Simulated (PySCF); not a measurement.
**Nonlinear optical response: `[O-]c1ccc(C=S)s1`, [C5H3OS2]-, charge -1**

Geometry:
| atom | x (Å) | y (Å) | z (Å) |
| --- | --- | --- | --- |
| O1 | 2.947 | -1.076 | -0.557 |
| C2 | 1.836 | -0.629 | -0.334 |
| C3 | 1.429 | 0.655 | 0.109 |
| C4 | 0.082 | 0.831 | 0.261 |
| C5 | -0.704 | -0.287 | -0.045 |
| C6 | -2.073 | -0.419 | 0.007 |
| S7 | -3.142 | 0.775 | 0.466 |
| S8 | 0.336 | -1.629 | -0.551 |
| H9 | 2.172 | 1.412 | 0.302 |
| H10 | -0.380 | 1.748 | 0.589 |
| H11 | -2.497 | -1.380 | -0.273 |

Total charge -1.

Method: PySCF, quadratic response PBE0/def2-SVPD first hyperpolarisability, Taylor convention, gas phase. Geometry: GFN2-xTB.

For a gas-phase anion, states above the detachment energy (about 1.5 eV, taken as minus the energy of the highest occupied orbital) lie in the continuum and depend on the basis.

Give β for the processes computed.

In au, Taylor convention; the vector part is βᵢ = ⅓ Σⱼ (βᵢⱼⱼ + βⱼᵢⱼ + βⱼⱼᵢ):
| process | λ (nm) | β vector norm | β HRS | depolarisation ratio |
| --- | --- | --- | --- | --- |
| static β(0;0,0) | ∞ | 1278.0 | 510.3 | 5.71 |
| second harmonic β(−2ω;ω,ω) | 1064 | 2159.5 | 870.2 | 4.74 |
| Pockels β(−ω;ω,0) | 1064 | 1459.2 | – | – |

Which lowest excitations and polarisabilities go with it?

S1 2.64 eV (f = 0.000); S2 3.14 eV (f = 0.391); S3 4.06 eV (f = 0.000); isotropic α 137.0 au static, 143.3 au at 1064 nm, 180.2 au at 532 nm.
